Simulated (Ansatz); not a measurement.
A nudged elastic band was laid between two geometries of F3Ge2H3 + H2S (11 atoms, charge 0, multiplicity 1).

All numbers below come from Ansatz 0.2.0, RKS PBE/def2-SVP.

```yaml
movable_images: 7
climbing_image: yes
spring: 5.0 eV/Å²
optimiser: quadratic models (default)
start_path: through a guess of the saddle point
force_threshold: 0.05 eV/Å
iteration_limit: 60
end_points: relaxed
```

Initial state:

```xyz
11
Properties=species:S:1:pos:R:3
Ge 0.286 -0.094 0.188
Ge 0.270 0.039 2.623
H -0.598 -1.128 3.139
H 1.742 -0.135 3.072
H -0.287 1.416 3.030
F 1.798 -0.703 -0.444
F 0.049 1.426 -0.639
F -0.903 -1.167 -0.544
S -3.222 0.448 1.219
H -2.805 -0.313 0.166
H -3.463 -0.661 1.971
```

Final state:

```xyz
11
Properties=species:S:1:pos:R:3
Ge -0.554 0.183 -0.754
Ge -0.282 -0.373 3.369
H -0.562 -1.183 4.659
H 0.682 -1.154 2.448
H 0.296 1.014 3.728
F 0.224 1.180 0.444
F -0.007 0.709 -2.310
F 0.132 -1.393 -0.506
S -2.742 0.271 -0.634
H -2.684 0.049 0.715
H -1.635 -0.177 2.622
```

(1) What changes between the two ends?

(2) Give the energies along the band, and the barrier.

(3) What is the geometry of the highest image?

The band took 41 iterations and of the order of 50 core-minutes.

## Answers

(1) Bonds broken: Ge1–Ge2, S9–H11. Bonds formed: Ge1–S9, Ge2–H11. F3Ge2H3 + H2S becomes F3GeHS + GeH4.

(2) The forces met the threshold. The highest image is number 4 of 0 to 8, 2.00 eV above the first end and 1.89 eV above the last; the last end lies 0.11 eV above the first. Neighbouring images differ by up to 1.5 eV, so the band resolves the path poorly. A vibrational analysis at the climbing image gives one clearly imaginary mode, 941i cm⁻¹: a first-order saddle point. The orbitals stay closed-shell, which can raise the energy where a bond breaks towards radicals; this wasn't checked here.

```csv
image,path coordinate (Å),energy (eV),Ge1–Ge2 (Å),S9–H11 (Å),Ge1–S9 (Å)
0,0.00,0.00,2.44,1.36,3.70
1,1.66,0.05,2.44,1.36,3.62
2,3.31,0.07,2.44,1.36,3.77
3,4.97,0.57,2.45,1.36,3.14
4,6.62,2.00,2.72,1.66,2.46
5,7.62,0.49,3.30,2.46,2.23
6,8.61,0.15,3.89,3.04,2.20
7,9.60,0.11,4.12,3.42,2.19
8,10.60,0.11,4.17,3.47,2.19
```

(3) 
```xyz
11
Properties=species:S:1:pos:R:3
Ge -0.394 0.002 0.067
Ge -0.062 -0.259 2.749
H -0.983 -1.259 3.503
H 1.328 -0.917 2.561
H 0.106 1.042 3.581
F 0.997 1.077 0.241
F -0.519 0.140 -1.674
F -0.389 -1.766 0.117
S -2.621 0.950 0.511
H -3.080 -0.336 0.484
H -1.516 0.453 1.642
```

Run time: 14 min on 4 threads of Arm Neoverse N1, with other jobs on the host, peak memory 0.25 GiB.
